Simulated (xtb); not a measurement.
AlHBr2, SMILES [Br][AlH][Br]. All values are semi-empirical tight-binding results from xtb (GFN2-xTB unless named), good for trends rather than for accurate numbers. Geometry: GFN2-xTB.

For metal compounds this method's bond lengths and energies can be far off.

```json
{
 "point_group_as_xtb_finds_it": "C2v",
 "orbital_gap": "5.01 eV",
 "zero_point_energy": "5.7 kcal/mol",
 "G − E(el) at 298.15 K (modified RRHO)": "-13.1 kcal/mol"
}
```
